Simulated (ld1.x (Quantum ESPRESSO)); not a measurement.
**Ir, RRKJ: configuration errors across variants**

- Element: iridium
- Generator: ld1.x (Quantum ESPRESSO) 7.5
- Type: norm-conserving RRKJ (Kleinman–Bylander form)
- Functional: PBEsol
- Relativity: fully relativistic
- Frozen core: [Xe] 4f14
- Valence charge: 9
- Reference configuration: 5d7 6s2 6p0
- Partial waves: 6p (bound, empty): rc 3.75 bohr; 5d (bound): rc 2.15 bohr; 6s (bound): rc 2.20 bohr
- Local potential: the s channel
- Core correction: a·sin(br)/r model core inside 2.15 bohr
- rho0: 0.01

Open shells are filled in proportion to 2j + 1 (rel_dist='average').

All-electron excitation energies from the reference (eV): (1) 5d7 6s1 6p0 9.937; (2) 5d7 6s0 6p0 27.438; (3) 5d6 6s0 6p0 58.007; (4) 5d8 6s1 6p0 -0.333; (5) 5d7 6s0 6p2 10.990; (6) 5d7 6s0 6p1 16.408; (7) 5d8 6s0 6p0 8.679.

Errors AE − PS in meV (a dash: test not solved or not reliable):

| change | (1) | (2) | (3) | (4) | (5) | (6) | (7) | bound ghosts |
| --- | --- | --- | --- | --- | --- | --- | --- | --- |
| base | -6.8 | -42 | -162 | -47 | -19 | -20 | -82 | none |
| core correction none | -2.2 | -3.3 | -55 | -43 | -7.0 | -4.6 | -66 | none |
| core correction a·sin(br)/r model core inside 1.08 bohr | -7.5 | -44 | -150 | -62 | -18 | -20 | -114 | none |
| core correction a·sin(br)/r model core inside 1.34 bohr | -7.3 | -43 | -150 | -61 | -18 | -19 | -112 | none |
| core correction a·sin(br)/r model core inside 1.68 bohr | -6.5 | -40 | -155 | -56 | -18 | -18 | -99 | none |
| core correction a·sin(br)/r model core inside 1.90 bohr | -6.4 | -40 | -160 | -52 | -18 | -19 | -90 | none |
| core correction a·sin(br)/r model core inside 2.14 bohr | -6.8 | -42 | -162 | -47 | -19 | -20 | -82 | none |

Problem. Give the same row for: core correction a·sin(br)/r model core inside 2.56 bohr.

Solution. -6.8, -37, -134, -45, -16, -17, -77; bound ghosts: none.
